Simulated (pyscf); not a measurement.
Optimised with ωB97X-D3(BJ)/def2-SVP in PySCF. MP2 and CC: frozen core, UHF for open shells. ΔMP2 is the change of the MP2 total energy from the triple- to the quadruple-zeta basis. Singlets are restricted, triplets unrestricted.

Singlet (Å):
```xyz
6

O     -0.2957     1.8166    -0.7069
Si     0.7749     0.6273    -1.1801
P      0.7308    -0.6715     0.7178
H     -0.7296     1.7912     0.1548
H      0.9836    -1.9035     0.0536
H     -0.6885    -0.8122     0.7390
```

Triplet (Å):
```xyz
6

O     -2.4616     0.2158     0.9932
Si    -0.7931     0.4043     1.0539
P      0.4929    -0.3796    -0.6311
H     -2.9548     0.9822     0.6755
H     -0.1118    -1.6703    -0.6826
H     -0.3142     0.1509    -1.6815
```

### Question
For these two minima of HO–Si:–PH₂, which spin state lies lower at CCSD(T)/def2-TZVPP + ΔMP2(QZVPP), and by how much (electronic energies)?

### Answer
The singlet, by 164.6 kJ/mol. Zero-point energy shifts E(triplet) − E(singlet) by -0.4 kJ/mol. Other isomers of HO–Si:–PH₂ [singlet] were not searched in full and may lie lower. 

E(triplet) − E(singlet) by level (kJ/mol):

```json
[
 {"level": "ωB97X-D3(BJ)/def2-TZVP", "gap": "+165.8"},
 {"level": "PBE/def2-TZVP", "gap": "+146.6"},
 {"level": "r²SCAN/def2-TZVP", "gap": "+129.1"},
 {"level": "B3LYP-D3(BJ)/def2-TZVP", "gap": "+160.4"},
 {"level": "PBE0-D3(BJ)/def2-TZVP", "gap": "+142.3"},
 {"level": "M06-2X/def2-TZVP", "gap": "+157.4"},
 {"level": "ωB97M-D3(BJ)/def2-TZVP", "gap": "+181.9"},
 {"level": "HF/def2-TZVP", "gap": "+92.0"},
 {"level": "MP2/def2-QZVPP", "gap": "+157.9"},
 {"level": "CCSD/def2-TZVPP", "gap": "+157.7"},
 {"level": "CCSD(T)/def2-TZVPP", "gap": "+161.2"},
 {"level": "CCSD(T)/def2-TZVPP + ΔMP2(QZVPP)", "gap": "+164.6"}
]
```

The triplet is the lowest one reached from the SCF start used. The CCSD(T) − MP2 part came from Ansatz, without density fitting, on the same reference.
